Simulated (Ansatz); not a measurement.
A nudged elastic band was laid between two geometries of F₃H₃W (7 atoms, charge 0, multiplicity 1).

Theory: Ansatz, RHF/def2-SVP.

```
movable images  : 7
climbing image  : yes
spring          : 5.0 eV/Å²
optimiser       : quadratic models (default)
start path      : through a guess of the saddle point
force threshold : 0.03 eV/Å
iteration limit : 60
end points      : relaxed
```

Initial state:

```xyz
7
Properties=species:S:1:pos:R:3
W 0.531 0.000 0.189
H -0.465 0.000 1.529
F 2.357 0.000 0.705
F 0.445 1.814 -0.117
H -1.366 0.000 -0.268
F 0.445 -1.814 -0.117
H -1.007 0.000 -0.981
```

Final state:

```xyz
7
Properties=species:S:1:pos:R:3
W -0.451 0.231 -0.058
H 2.018 -0.888 1.354
F 1.842 -0.035 1.095
F -0.154 2.044 0.024
H -2.022 0.233 -0.660
F -0.462 -1.434 0.754
H 0.168 -0.151 -1.570
```

Question: What changes between the two ends?

Answer: Bonds broken: W1–H2, H5–H7. Bonds formed: H2–F3.

Question: What energy profile does the band end with?

Answer: The run converged. The highest image is number 2 of 0 to 8, 58.0 kcal/mol above the first end and 46.5 kcal/mol above the last; the last end lies 11.5 kcal/mol above the first. The profile has 2 maxima (images 2, 6) with wells between them (image 4): this band takes more than one step, which may be the mechanism or a detour left from its start path. Neighbouring images differ by up to 1.9 eV, so the band resolves the path poorly. A vibrational analysis at the climbing image gives one clearly imaginary mode, 1661i cm⁻¹: a first-order saddle point. The orbitals stay closed-shell, which can raise the energy where a bond breaks towards radicals; this wasn't checked here.

```csv
image,path coordinate (Å),energy (kcal/mol),W1–H2 (Å),H5–H7 (Å),H2–F3 (Å)
0,0.00,0.0,1.67,0.80,2.94
1,0.92,13.9,1.64,1.57,2.30
2,1.84,58.0,1.70,1.99,1.31
3,2.66,14.6,2.59,2.37,0.91
4,3.49,11.5,3.16,2.42,0.91
5,4.32,11.8,3.05,2.33,0.91
6,5.15,14.1,3.12,2.21,0.91
7,5.97,13.4,3.09,2.23,0.91
8,6.80,11.5,3.06,2.40,0.91
```

Question: What is the geometry of the highest image?

Answer: 
```xyz
7
Properties=species:S:1:pos:R:3
W 0.180 0.001 -0.172
H 0.262 -0.001 1.527
F 1.567 -0.002 1.445
F 0.596 1.759 -0.422
H -1.349 -0.001 0.464
F 0.597 -1.756 -0.426
H -0.914 0.001 -1.476
```

The band took 20 iterations and of the order of 4 core-minutes.

Time of the run: 4.4 min on 1 thread of Arm Neoverse V1, on a shared host, peak memory 0.17 GiB.
